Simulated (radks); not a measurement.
Initial-state core-level shifts of the thallium ion Tl+ when its valence configuration changes from [Hg]. All-electron calculation, Dirac Kohn-Sham, BLYP, spin-unpolarised, spherical densities, finite nucleus; open shells fill j = l - 1/2 first; Fermi nuclear charge, rms radius 5.4759 fm. Program: a radial shooting solver on a logarithmic mesh with Libxc functionals. Shifts are changes of the shell-averaged eigenvalues in eV (positive: less bound); the change of the density at the nucleus, which sets a Mossbauer isomer shift, is in e/bohr^3, on a base of 2.524e+06.

valence                          3s       4s       4d       5s  density at nucleus
[Xe] 4f13 5d10 6s2 6p1      -22.494  -19.746  -18.517   -9.671              +284.7
[Xe] 4f13.5 5d10 6s2 6p0.5  -11.117   -9.788   -9.181   -4.810              +139.9
[Xe] 4f14 5d10 6s1 6p1       -1.403   -1.409   -1.407   -1.403              -199.8
[Xe] 4f12.5 5d10 6s2 6p1.5  -34.121  -29.861  -27.996  -14.575              +434.1
[Xe] 4f14 5d9.5 6s2 6p0.5    -2.687   -2.664   -2.662   -2.539               +38.9
[Xe] 4f12 5d10 6s2 6p2      -45.990  -40.124  -37.611  -19.516              +588.0
[Xe] 4f14 5d9 6s2 6p1        -5.394   -5.344   -5.340   -5.075               +79.5
[Xe] 4f13.5 5d8 6s2 6p2.5   -22.599  -21.121  -20.496  -15.417              +311.2
[Xe] 4f13.5 5d7.5 6s2 6p3   -25.784  -24.253  -23.622  -18.312              +354.2
